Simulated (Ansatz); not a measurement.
H, doublet; CCSD/cc-pVDZ run with Ansatz (a first-principles code).

Ansatz was given this input:
Ansatz 0.2 input:
```yaml
crystal:
  periodic: [false, false, false]
  atoms:
    - {symbol: H, position_ang: [0.00000000, 0.00000000, 0.00000000]}
basis:
  gaussian:
    orbitals: cc-pVDZ
magnetization: {spin_polarized: true, initial_magnetization: 1}
correlation: {method: ccsd}
scf: {lower_state_search: off}
```

Output, abridged:

```
Functional definition: HF
these checks for a lower state are left out or cut short: stability, starts, cluster_reference, orbital_swaps, neighbouring_geometries, increment
15 factors; integrals over basis functions are off by at most 5.2e-7 eV
mean field evaluation 1: about -13.5522 eV, gradient 1.6e0 eV
mean field evaluation 2: about -13.5522 eV, gradient 1.6e0 eV
mean field evaluation 4: about -13.5861 eV, gradient 1.4e-4 eV
mean field evaluation 8: about -13.5861 eV, gradient 3.7e-7 eV
mean field -13.58605748 eV, -0.4992784034 hartree, gradient 3.7e-7 eV, S^2 0.750000; 0 other end points of the search recorded, 0 dependent functions left out
reference -13.58605748 eV, -0.4992784034 hartree; 1, 0 occupied and 4, 5 virtual orbitals, 15 factors
second order 0.00000000 eV of doubles, -0.00000000 eV of singles
cycle   1  -0.00000000 eV  change  -4.3e-16 eV  update   2.3e-9
Total energy: -13.58605748 eV, -0.4992784034 hartree
Checks for a lower state left out: stability, starts, cluster_reference, orbital_swaps, neighbouring_geometries, increment
```
